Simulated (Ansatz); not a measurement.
Cost and result for the atomization energy of C$_{2}$H$_{6}$SSi (`C[Si]SC`) (10 atoms, 9 bonds).

```xyz
10

C    -1.366   -1.819    0.073
Si   -0.773   -0.169    0.813
S     0.684    0.246   -0.653
C     1.393    1.822   -0.108
H    -0.904   -2.125   -0.867
H    -2.452   -1.765   -0.066
H    -1.198   -2.604    0.820
H     1.250    2.566   -0.891
H     2.459    1.690    0.071
H     0.907    2.158    0.809
```

The species carries charge 0 and has multiplicity 1. The structure was optimised at the PBE0-D4/def2-TZVP level. It is one conformer, not always the lowest. Program: Ansatz. Hardware: A = 2 threads of an AMD EPYC 7R13 on a shared host; B = 2 threads of an AMD EPYC 7R13 on a shared host and a share of an NVIDIA H100 80 GB. Times are those of one run each, without the atoms' runs, and a repeat can differ threefold. Electronic energies, without spin–orbit coupling; frozen cores. CCSD(T)/CBS extrapolates def2-TZVPP and def2-QZVPP, and its time is that of the two runs behind it. T1 = 0.014; the RHF reference is unstable towards UHF. B3LYP takes the VWN-RPA correlation (the form of Gaussian; ORCA's B3LYP/G).

CCSD(T)/CBS is a level of theory with its own doubt, some kJ/mol a heavy atom from the limit and from the frozen cores, so smaller differences don't rank the functionals.

```csv
level,functions,wall time
PBE-D4/def2-TZVPP (with forces) [A],230,2.8 s
PBE0-D4/def2-TZVPP [A],230,3.9 s
r2SCAN-D4/def2-TZVPP (with forces) [A],230,5 s
B3LYP-D4/def2-TZVPP (with forces) [A],230,6 s
B2PLYP/def2-TZVPP [A],230,7 s
CCSD(T)/def2-TZVPP [B],230,7.5 s
ωB97X-V/def2-TZVPP [A],230,8 s
ωB97M-V/def2-TZVPP (with forces) [A],230,11 s
CCSD(T)/def2-QZVPP [B],434,21 s
CCSD(T)/CBS(def2),–,29 s
```

(1) What atomization energy does each give, and how far from CCSD(T)/CBS? (Best estimate.)

Answers

(1) Ansatz gave: 
| level | atomization (kJ/mol) | difference from CCSD(T)/CBS | per bond |
| --- | --- | --- | --- |
| PBE-D4/def2-TZVPP (with forces) [A] | 3624.0 | 64.1 | 7.1 |
| PBE0-D4/def2-TZVPP [A] | 3575.5 | 15.6 | 1.7 |
| r2SCAN-D4/def2-TZVPP (with forces) [A] | 3571.5 | 11.6 | 1.3 |
| B3LYP-D4/def2-TZVPP (with forces) [A] | 3562.4 | 2.5 | 0.3 |
| B2PLYP/def2-TZVPP [A] | 3516.3 | -43.6 | -4.8 |
| CCSD(T)/def2-TZVPP [B] | 3467.3 | -92.6 | -10.3 |
| ωB97X-V/def2-TZVPP [A] | 3570.7 | 10.8 | 1.2 |
| ωB97M-V/def2-TZVPP (with forces) [A] | 3582.8 | 22.9 | 2.5 |
| CCSD(T)/def2-QZVPP [B] | 3521.7 | -38.2 | -4.2 |
| CCSD(T)/CBS(def2) | 3559.9 | 0.0 | 0.0 |

In def2-TZVPP, CCSD(T) changes the Hartree–Fock value by +842.7 kJ/mol (the triples alone add +52.4 kJ/mol) and MP2 by +869.1 kJ/mol; breaking electron pairs costs correlation energy, which Hartree–Fock lacks. From PBE to PBE0 (25 % exact exchange), in def2-TZVPP and without D4, the atomization energy moves by −45.1 kJ/mol: exact exchange takes away binding that semilocal exchange gives to molecules. The D4 term adds +35.7 kJ/mol with B3LYP and +18.4 kJ/mol with PBE0; it sums over pairs of atoms, weighted by their polarisabilities, and B3LYP, whose exchange is more repulsive, gets the larger term.
